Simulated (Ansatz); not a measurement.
`O[Si](F)(O[SiH3])O[SiH3]` at its PBE0-D4/def2-TZVP geometry, where that method's forces vanish. The species carries charge 0 and has multiplicity 1.

```xyz
14

O    -0.8214   -1.1261    1.9464
Si   -0.7032   -0.8649    0.3534
F    -1.7362   -1.7737   -0.4314
O     0.7694   -1.2394   -0.1836
Si    1.8790   -1.0525   -1.3772
O    -1.0804    0.6647    0.0602
Si   -1.1063    2.2348    0.5298
H    -0.5071   -1.9579    2.3014
H     1.4853   -1.8500   -2.5649
H     1.9798    0.3810   -1.7523
H     3.1838   -1.5298   -0.8609
H    -0.5725    2.3681    1.9082
H    -2.5040    2.7262    0.4794
H    -0.2661    3.0193   -0.4084
```

(1) What forces (eV/Å) does PBE-D4/def2-TZVPP give on these atoms in Ansatz? (An estimate is asked.)

Answers

(1) Computed: 
```
O1  -0.183  0.308  0.419
Si2  0.066 -0.007  0.066
F3  -0.458 -0.383 -0.351
O4   0.238 -0.187  0.153
Si5  0.200  0.038 -0.225
O6  -0.136  0.111 -0.237
Si7  0.004  0.294  0.091
H8   0.142 -0.377  0.173
H9  -0.031 -0.087 -0.142
H10  0.022  0.158 -0.050
H11  0.147 -0.052  0.051
H12  0.056  0.028  0.154
H13 -0.154  0.061 -0.003
H14  0.087  0.095 -0.099
```
